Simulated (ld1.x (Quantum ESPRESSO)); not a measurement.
**Building the TM semilocal potential for Ir (Z = 77) (PW91, non-relativistic).**

Input for ld1.x (Quantum ESPRESSO) 7.5:

```
&input
   title='Ir', zed=77., rel=0, dft='PW91', iswitch=3,
   config='[Xe] 4f14 5d7 6s2 6p0',
   nld=3, rlderiv=1.95, eminld=-8.0, emaxld=5.0, deld=0.04
 /
 &inputp
   pseudotype=1, tm=.true., lloc=1,
   nlcc=.true.,
   file_pseudopw='Ir.pp', file_wfcaegen='ae.wfc', file_wfcncgen='nc.wfc'
 /
3
5S  1  0   2.00   0.00  1.40  1.40  0.0
5D  3  2   7.00   0.00  1.80  1.80  0.0
5P  2  1   6.00   0.00  1.75  1.75  0.0
 &test
   configts(1)='5s2 5p6 5d7 6s2 6p0'
 /
```

Command:

```bash
ld1.x < Ir.in > Ir.out
```

Output (shortened: banner, matrices, multipoles, cross overlaps and the repeated all-electron block are left out):

```
Program LD1 v.7.5
     --------------------------- All-electron run ----------------------------

     Ir

     atomic number is 77.00
     dft =PW91   lsd =0 sic =0 latt =0  beta=0.20 tr2=1.0E-14
     Exchange-correlation= PW91
                           (   1   4   2   2   0   0   0)
     mesh =1277 r(mesh) = 100.10249 a.u. xmin = -7.00 dx = 0.01250
     1 Ry =  13.60569312 eV

     n l     nl                  e(Ry)          e(Ha)          e(eV)
     1 0     1S 1( 2.00)     -5091.5706     -2545.7853    -69274.3474
     2 0     2S 1( 2.00)      -844.8632      -422.4316    -11494.9496
     2 1     2P 1( 6.00)      -811.3656      -405.6828    -11039.1917
     3 0     3S 1( 2.00)      -195.9734       -97.9867     -2666.3541
     3 1     3P 1( 6.00)      -180.2784       -90.1392     -2452.8130
     4 0     4S 1( 2.00)       -40.6698       -20.3349      -553.3411
     4 1     4P 1( 6.00)       -33.9822       -16.9911      -462.3510
     3 2     3D 1(10.00)      -150.9899       -75.4949     -2054.3219
     5 0     5S 1( 2.00)        -5.8098        -2.9049       -79.0467
     5 1     5P 1( 6.00)        -3.7571        -1.8786       -51.1183
     4 2     4D 1(10.00)       -21.7247       -10.8624      -295.5802
     4 3     4F 1(14.00)        -5.4565        -2.7282       -74.2390
     5 2     5D 1( 7.00)        -0.6601        -0.3301        -8.9817
     6 0     6S 1( 2.00)        -0.3775        -0.1888        -5.1367
     6 1     6P 1( 0.00)        -0.1075        -0.0537        -1.4623

     final scf error:  1.3E-15 reached in  31 iterations

     Etot =  -33622.766443 Ry,  -16811.383222 Ha, -457461.042175 eV

     Ekin =   33614.148538 Ry,   16807.074269 Ha,  457343.789592 eV
     Encl =  -80062.017672 Ry,  -40031.008836 Ha,-1089299.243258 eV
     Eh   =   13483.245538 Ry,    6741.622769 Ha,  183448.901091 eV
     Exc  =    -658.142846 Ry,    -329.071423 Ha,   -8954.489600 eV

     normalization and overlap integrals

     s(1S/1S) =  1.000000  <r> =   0.0197  <r2> =    0.0005  r(max) =   0.0130
     s(2S/2S) =  1.000000  <r> =   0.0829  <r2> =    0.0081  r(max) =   0.0711
     s(2P/2P) =  1.000000  <r> =   0.0701  <r2> =    0.0060  r(max) =   0.0554
     s(3S/3S) =  1.000000  <r> =   0.2098  <r2> =    0.0501  r(max) =   0.1932
     s(3P/3P) =  1.000000  <r> =   0.2001  <r2> =    0.0462  r(max) =   0.1838
     s(4S/4S) =  1.000000  <r> =   0.4645  <r2> =    0.2430  r(max) =   0.4355
     s(4P/4P) =  1.000000  <r> =   0.4697  <r2> =    0.2504  r(max) =   0.4355
     s(3D/3D) =  1.000000  <r> =   0.1750  <r2> =    0.0358  r(max) =   0.1432
     s(5S/5S) =  1.000000  <r> =   1.0773  <r2> =    1.3025  r(max) =   0.9814
     s(5P/5P) =  1.000000  <r> =   1.1786  <r2> =    1.5722  r(max) =   1.0447
     s(4D/4D) =  1.000000  <r> =   0.4808  <r2> =    0.2670  r(max) =   0.4301
     s(4F/4F) =  1.000000  <r> =   0.5213  <r2> =    0.3308  r(max) =   0.3891
     s(5D/5D) =  1.000000  <r> =   1.6624  <r2> =    3.3025  r(max) =   1.2760
     s(6S/6S) =  1.000000  <r> =   3.2727  <r2> =   12.3039  r(max) =   2.7012
     s(6P/6P) =  1.000000  <r> =   4.7315  <r2> =   26.4186  r(max) =   3.6009

     ------------------------ End of All-electron run ------------------------

     --------------------- Generating NC pseudopotential ---------------------

      Generating local pot.: lloc=1, matching radius rcloc =   1.7500

      Computing core charge for nlcc:

       r > 0.80 : true rho core
       r < 0.80 : rho core = a sin(br)/r    a=  41.58  b=   3.35

      Integrated core pseudo-charge :  15.00

      Wfc   5S  rcut= 1.393  Using Troullier-Martins method

      Wfc   5D  rcut= 1.788  Using Troullier-Martins method

     ------------------- End of pseudopotential generation -------------------

     Computing logarithmic derivative in   1.93957
     Computing logarithmic derivative in   1.93957
     Computing the partial wave expansion
     R is outside the sphere for l=    0 j= 0.00
       no projector for channel:   1
     R is outside the sphere for l=    2 j= 0.00

     ---------------------- Testing the pseudopotential ----------------------

     Ir

     atomic number is 77.00   valence charge is 17.00
     dft =PW91   lsd =0 sic =0 latt =0  beta=0.20 tr2=1.0E-14
     mesh =1277 r(mesh) = 100.10249 xmin = -7.00 dx = 0.01250

     n l     nl             e AE (Ry)        e PS (Ry)    De AE-PS (Ry)
     1 0     5S   1( 2.00)       -5.80983       -5.80983        0.00000
     2 1     5P   1( 6.00)       -3.75712       -3.75712        0.00000
     3 2     5D   1( 7.00)       -0.66014       -0.66014        0.00000
     2 0     6S   1( 2.00)       -0.37754       -0.40457        0.02703  !
     3 1     6P   1( 0.00)       -0.10748       -0.11671        0.00924  !

     eps = 6.2E-15  iter = 18

     Etot =  -33622.766443 Ry,  -16811.383222 Ha, -457461.042175 eV
     Etotps =  -240.170385 Ry,    -120.085192 Ha,   -3267.684550 eV

     Ekin =      62.495215 Ry,      31.247608 Ha,     850.290722 eV
     Encl =    -413.276398 Ry,    -206.638199 Ha,   -5622.911849 eV
     Ehrt =     170.410314 Ry,      85.205157 Ha,    2318.550434 eV
     Ecxc =     -60.662096 Ry,     -30.331048 Ha,    -825.349861 eV
     (Ecc =     -34.652367 Ry,     -17.326183 Ha,    -471.469467 eV)
     Epseu=       0.862580 Ry,       0.431290 Ha,      11.736003 eV

     ---------------------- End of pseudopotential test ----------------------
```

The potential misses its own reference levels by up to 0.4 eV. ld1.x takes every shell without a wave as core, so the model core holds the 6s electrons as well and exchange and correlation see them twice. This cancels in the reference configuration, but the file is broken for other ones, and its errors say nothing about a proper core correction.

Generation and configuration tests took about 1.8 s on one core of a shared server CPU.
